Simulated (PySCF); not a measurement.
## Vertical excitation energies

C6H10O.
SMILES: `C=C1CC(OC)C1`

Computed, not measured: TDDFT PBE0/def2-SVPD, vertical, gas phase, core orbitals frozen in the response (PySCF 2.14.0, density-fitted response routines). Geometry: GFN2-xTB, one conformer, isolated molecule. Torsions of this conformer, `[CH2:1]=[C:2]1[CH2:3][CH:4]([O:5][CH3:6])[CH2:7]1`: C3–C4–O5–C6 -179°.

| state | E (eV) | λ (nm) | f | main configurations (H = HOMO, L = LUMO) |
| --- | --- | --- | --- | --- |
| S1 | 6.39 | 194.0 | 0.017 | H-1→L (78%), H→L (20%) |
| S2 | 6.79 | 182.7 | 0.202 | H→L (64%), H-1→L (18%), H→L+1 (11%) |
| S3 | 6.93 | 178.8 | 0.064 | H→L+1 (49%), H→L+2 (32%), H→L (8%) |
| S4 | 7.03 | 176.3 | 0.0017 | H-1→L+1 (74%), H→L+2 (22%) |
| S5 | 7.31 | 169.6 | 0.058 | H→L+2 (38%), H→L+1 (36%), H-1→L+1 (15%) |
| S6 | 7.40 | 167.6 | 0.0016 | H-2→L (62%), H-3→L (33%) |

Triplets, Tamm–Dancoff:

| state | E (eV) | λ (nm) | main configurations (H = HOMO, L = LUMO) |
| --- | --- | --- | --- |
| T1 | 4.24 | 292.7 | H→L (86%) |
| T2 | 6.30 | 196.9 | H-1→L (89%) |

The lowest singlet comes at 194 nm (617 kJ/mol) in the vacuum ultraviolet; it is weak; its leading configuration is HOMO-1→LUMO (78%). The most intense listed level is S2 at 6.79 eV (183 nm, f = 0.202), 0.40 eV above S1. Löwdin shares by element: HOMO carbon 78% or more (atoms not listed hold the other 22%); LUMO carbon 65% or more (atoms not listed hold the other 35%). Orbital energies (eV): HOMO-3 -9.09, HOMO-2 -8.77, HOMO-1 -7.43, HOMO -7.14, LUMO 0.15, LUMO+1 0.82, LUMO+2 1.16. The listed states span 1.01 eV, and the widest gap between neighbours is 0.40 eV (S1 to S2). Of the 6 states listed, 4 reach f = 0.01 and none stays under 0.0005. No computed singlet lies in the visible range (380 to 750 nm); the lowest, at 194 nm, stands 3.13 eV above its violet end (3.26 eV). Only the lowest 6 singlets were computed, as vertical energies without vibronic structure.

Hardware: an AMD EPYC 9R45 with one thread (shared host). Cost: 18 s, 0.88 GiB resident at most.
